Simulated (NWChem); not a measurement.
Species: C$_{5}$H$_{10}$; SMILES CC1(C)CC1

Computed with NWChem. Pople sets run with spherical d functions. Each level has its own optimisation; frequencies are unscaled. Brackets give each atom's bonded neighbours.

For level LDA (Slater exchange, VWN5)/def2-SVP:

* **highest harmonic frequency (cm⁻¹)**: 3147
* **zero-point energy (kcal/mol)**: 83.1

**Question.** Estimate the same quantities for level B3LYP/6-31G*.

**Answer.** The highest harmonic frequency (cm⁻¹) comes out as 3222. The zero-point energy (kcal/mol) is 86.6.
